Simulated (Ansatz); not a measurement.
# A set of related gas-phase steps

Each structure stands at its B3LYP-D3(BJ)/def2-TZVP stationary point, reached from a drawn start (curvature not checked).

(1), H4Mo (SMILES [MoH4]) (charge 0, multiplicity 3):
```xyz
5

Mo     0.000     0.000     0.000
H      0.984     0.965     0.984
H      0.971    -0.983    -0.979
H     -0.966     0.990    -0.977
H     -0.989    -0.972     0.971
```

(2), H3Mo (SMILES [MoH3]) (charge 0, multiplicity 4):
```xyz
4

Mo    -0.00195    -0.00192    -0.45689
H      1.58940    -0.00870     0.14559
H     -0.78568     1.38120     0.14986
H     -0.80177    -1.37058     0.16154
```

(3): H atom, charge 0, multiplicity 2.

(4), H5Mo (SMILES [MoH5]) (charge 0, multiplicity 2):
```xyz
6

Mo    -0.264    -0.001     0.001
H      0.584     0.008     1.442
H      0.566    -0.002    -1.450
H      1.385     0.008    -0.009
H     -1.144     1.455     0.003
H     -1.128    -1.468     0.013
```

(5), H6Mo (SMILES [MoH6]) (charge 0, multiplicity 1, Z-matrix in Å and degrees):
```
Mo
H 1 1.6382
H 1 1.6382 2 61.58
H 1 1.6383 2 61.59 3 -71.21
H 1 1.6887 2 116.38 3 -107.20
H 1 1.6888 2 116.37 3 35.99
H 1 1.6889 2 64.77 3 144.40
```

(6), H2 (SMILES [H][H]) (charge 0, multiplicity 1):
```xyz
2

H      0.00000     0.00000     0.37199
H      0.00000     0.00000    -0.37199
```

| step | quantity | PBE/def2-TZVPP (kJ/mol) | r2SCAN/def2-TZVPP (kJ/mol) | PBE0/def2-TZVPP (kJ/mol) | wB97M-V/def2-TZVPP (kJ/mol) | CCSD(T)/def2-QZVPP (kJ/mol) |
|---|---|---|---|---|---|---|
| (1) → (2) + (3) | reaction energy | 266.8 | 263.0 | 250.4 | 260.2 | 254.7 |
| (4) → (1) + (3) | reaction energy | 236.3 | 223.2 | 215.2 | 220.9 | 221.4 |
| (5) → (4) + (3) | reaction energy | 287.7 | 279.9 | 272.6 | 276.6 | 282.0 |
| (5) → (1) + (6) | reaction energy | 85.8 | 53.0 | 51.0 | 43.0 | 46.9 |

Right side less left side. No zero-point or thermal terms; singlets are restricted closed shells; open shells are unrestricted; no spin–orbit coupling. The spin states of the d-block species are the ones drawn and need not be the lowest.

Cores are frozen in the correlated methods.

Codes used: Ansatz (a program for electronic structure). All values are computed, each at the level named. Elements past Kr take the def2 small-core potentials, without spin–orbit coupling.

At CCSD(T)/def2-QZVPP the steps run from 46.9 ((5) → (1) + (6)) to 282.0 kJ/mol ((5) → (4) + (3)); 0 of 4 are downhill as written. PBE/def2-TZVPP, r2SCAN/def2-TZVPP, PBE0/def2-TZVPP, wB97M-V/def2-TZVPP give the same order. No level here is sure enough to rank the others by; between PBE/def2-TZVPP and CCSD(T)/def2-QZVPP the widest gap is 38.9 kJ/mol, for (5) → (1) + (6).

The steps were written down ahead of the runs, not picked by their results: 4 of 4 stand here.
